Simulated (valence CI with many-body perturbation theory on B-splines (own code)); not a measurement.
## Nb XI: key properties

Method: configuration interaction combined with many-body perturbation theory (CI+MBPT): three valence electrons over a frozen Dirac-Fock core [Ar] 3d10, radial functions for each j: 11 s, 11 p, 9 d, 7 f, 5 g, 2 h, 1 i, with the one-electron correlation potential Σ1 (screened to all orders), the two-electron term Σ2, the three-electron term Σ3, Breit, model QED; selected single and double excitations, second order for the rest, scaled by the run's own slope (own B-spline code, finite nucleus).

No measured levels were compared; by estimate levels hold to about 250 cm⁻¹ or 0.2 % of their energy and the worst to 1 %, as in measured heavy ions of charge 2 to 7; those with d or f electrons hold less well.

Names give the largest LS component (configuration and term), which can be under half, so a name can repeat, a term be missing and a line seem to break the LS rules; names also repeat where a configuration has a term twice.

Rates and lifetimes use the calculated energies. Strong lines usually hold to 10 to 20 %, long lifetimes can be off by a factor of two.

Q: What is the ground level?

A: 4s2 4p 2P°_1/2, composition 98 % 4s2 4p 2P°, g = 0.665.

Q: How is the term 2P° of the ground level split?

A: J = 1/2 at 0, J = 3/2 at 23922 cm⁻¹.

Q: What is the ionisation energy?

A: 200.83 eV; NIST lists 200.28 ± 0.06 eV (semi-empirical).

Q: Where does the other parity begin?

A: At 4s 4p2 4P_1/2, 182110 cm⁻¹.

Q: Name the longest-lived excited levels whose lifetime is computed, and their main decay.

A: 4s2 4p 2P°_3/2 at 23922 cm⁻¹ lives 8.07 ms, mostly by M1 to 4s2 4p 2P°_1/2. The lifetime of 4s 4p 4d 4F°_9/2 is too uncertain to give, and may be longer.

Q: Among levels below 872360 cm⁻¹, which E1 lines absorb most strongly from the ground level?

A: to 4s2 4d 2D_3/2 at 25.63 nm, f = 1.09; to 4s 4p2 2S_1/2 at 36.33 nm, f = 0.473; to 4s 4p2 2D_3/2 at 41.51 nm, f = 0.228.

Q: What are the static dipole polarisabilities of the lowest levels?

A: 4s2 4p 2P°_1/2 1.10; 4s2 4p 2P°_3/2 1.13 (tensor 0.088) bohr³, of which the core gives 0.0691.
